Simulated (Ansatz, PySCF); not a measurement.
1-chloro-1-fluorobuta-1,2-diene (C4H4ClF), SMILES CC=C=C(F)Cl.

Geometry optimised at B3LYP-D3(BJ)/def2-SVP.

Vertical ionisation energy (IE) and electron affinity (EA) in eV. Rows of orbital energies are one-electron estimates. Where ΔSCF, EOM or ADC give a negative EA the extra electron is unbound and the value depends on the basis.

```json
[
 {"level": "−ε(HOMO), −ε(LUMO), HF/def2-TZVP (PySCF)", "IE": "___", "EA": "___"},
 {"level": "−ε(HOMO), −ε(LUMO), PBE/def2-TZVP (PySCF)", "IE": "6.01", "EA": "1.89"},
 {"level": "ΔSCF, CAM-B3LYP/def2-SVPD (Ansatz), final states of multiplicity 2 and 2", "IE": "9.50", "EA": "-0.84"},
 {"level": "ΔSCF, PBE/def2-SVPD (Ansatz), final states of multiplicity 2 and 2", "IE": "9.15", "EA": "-0.69"}
]
```

Task: Some entries are withheld; supply them. (An estimate is asked for; the answer gives what the named calculation found.)

Result: 
- −ε(HOMO), −ε(LUMO), HF/def2-TZVP (PySCF), IE: 10.01
- −ε(HOMO), −ε(LUMO), HF/def2-TZVP (PySCF), EA: -3.12

Task: What vertical singlet–triplet gap does ΔSCF give with CAM-B3LYP/def2-SVPD (Ansatz, a program for electronic structure) and with PBE/def2-SVPD (Ansatz)? (The exact figures need the calculation; the answer reports its results.)

Result: 4.18 and 3.99 eV (triplet above singlet where positive).
